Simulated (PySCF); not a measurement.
CH5O, SMILES C[OH2+], charge +1.

Coordinates come from a B3LYP-D3(BJ)/def2-TZVP optimisation. The isomer is the one that the SMILES or the coordinates give; other isomers of the formula were not compared.

These are B3LYP-D3(BJ)/def2-TZVP in PySCF values and carry that method's errors.

No scaling factor is applied to the harmonic values.

Question: List the normal modes with their intensities. (The exact figures need the calculation; the answer reports its results.)

Answer: 
| mode | ν (cm⁻¹) | IR (km/mol) | Raman (Å⁴/amu) | depolarisation | moving atoms (share of kinetic energy) |
|---|---|---|---|---|---|
| 1 | 244 | 39.8 | 0.6 | 0.75 | H 98 % |
| 2 | 682 | 312.8 | 0.9 | 0.34 | H 79 %, O 19 % |
| 3 | 799 | 37.6 | 5.8 | 0.28 | C 52 %, O 34 %, H 14 % |
| 4 | 929 | 8.0 | 0.1 | 0.75 | H 98 % |
| 5 | 1166 | 5.4 | 2.5 | 0.66 | H 80 %, C 14 % |
| 6 | 1280 | 1.7 | 3.0 | 0.75 | H 75 %, C 17 %, O 8 % |
| 7 | 1467 | 3.8 | 1.0 | 0.63 | H 90 % |
| 8 | 1476 | 19.4 | 5.0 | 0.74 | H 95 % |
| 9 | 1481 | 19.3 | 5.8 | 0.75 | H 97 % |
| 10 | 1673 | 113.8 | 3.1 | 0.72 | H 93 % |
| 11 | 3094 | 0.4 | 102.5 | 0.02 | H 98 % |
| 12 | 3215 | 3.2 | 29.0 | 0.71 | H 89 %, C 11 % |
| 13 | 3220 | 5.2 | 30.9 | 0.75 | H 90 %, C 10 % |
| 14 | 3626 | 197.3 | 56.3 | 0.08 | H 97 % |
| 15 | 3702 | 322.8 | 20.8 | 0.75 | H 92 %, O 8 % |
